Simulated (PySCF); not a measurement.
# Computed spin Hamiltonian

C₆H₄ClN (triplet state).
Z-matrix (Å and degrees, GFN2-xTB geometry), rows numbered from 1:
```
N 
C   1  1.2658
C   2  1.4480  1  122.17
C   3  1.3626  2  121.57  1  -179.95
C   4  1.3991  3  120.52  2     0.02
Cl  5  1.7144  4  119.95  3   179.95
C   5  1.3991  4  120.11  3    -0.08
C   7  1.3626  5  120.51  4     0.02
H   3  1.0783  2  116.99  1     0.04
H   4  1.0799  3  120.00  2  -179.97
H   7  1.0799  5  119.47  4  -179.93
H   8  1.0782  2  116.97  1    -0.09
```

As a line formula: `[N]C1=CC=C(Cl)C=C1` [triplet].

The calculation used PySCF, UKS B3LYP, pcH-1 on C Cl H N, non-relativistic, mean-field spin-orbit, GIAO. Geometry: GFN2-xTB; no solvent, vibrations or thermal averaging. A GFN2-xTB geometry isn't a minimum of the functional, and hyperfine couplings can be far from their values at a DFT geometry. Stability of the SCF solution: not tested.

```
g1, g2, g3        : 2.00333, 2.00337, 2.00392
g_iso             : 2.00354
Form of g         : close to axial: the two nearest values differ by 7 % of g3 − g1
⟨S²⟩              : 2.0516 (exact 2.0000)
D, E              : 0.727, 0.002 cm⁻¹
α and β electrons : 33, 31
Basis functions   : 250
```

Hyperfine couplings atom by atom, in G; T1 to T3 are the principal values of the dipolar part (MHz turned into gauss with g_iso; 10 G = 1 mT):

```tsv
atom	isotope	a_iso	of which spin–orbit	T1	T2	T3	Mulliken spin population
N1	14N	6.2	0.0	-12.6	1.3	11.3	1.46
C2	13C	-15.1	0.0	-6.0	1.3	4.7	-0.27
C3	13C	22.2	0.0	-5.4	-1.7	7.1	0.37
C4	13C	-3.2	0.0	-3.9	1.5	2.4	-0.16
C5	13C	7.1	0.0	-5.6	-5.1	10.7	0.34
Cl6	35Cl	0.5	0.0	-2.5	-1.6	4.2	0.04
C7	13C	-3.2	0.0	-3.9	1.5	2.4	-0.16
C8	13C	22.2	0.0	-5.4	-1.6	7.1	0.37
H9	1H	-4.5	0.0	-1.6	-1.2	2.7	-0.01
H10	1H	3.1	0.0	-0.8	0.0	0.8	0.01
H11	1H	3.1	0.0	-0.8	0.0	0.8	0.01
H12	1H	-4.5	0.0	-1.6	-1.2	2.7	-0.01
```

Largest spin populations (Mulliken): N1 (+1.46), C8 (+0.37), C3 (+0.37) and C5 (+0.34). Four atoms exceed +0.15. The positive populations add up to 2.62 and the negative ones to -0.62, together 2S = 2.

Axes: g1 points within 4° of the N1–C2 bond and g2 is normal to the molecular plane.

The 13C coupling of C3/C8 (mean 62.3 MHz) shows only in satellite lines or after enrichment, since that isotope makes up about 1.07 % of natural carbon.

Examples of negative spin density at the nucleus (bohr⁻³): C2 (-0.0751), C4/C7 (-0.0162) and H9/H12 (-0.0056).

Hardware: an Arm Neoverse V1 with one thread, shared host with 32 logical CPUs at a one-minute load of 20. Cost: 84 s wall (with the writing of density and orbital grids), 0.90 GiB resident at most.
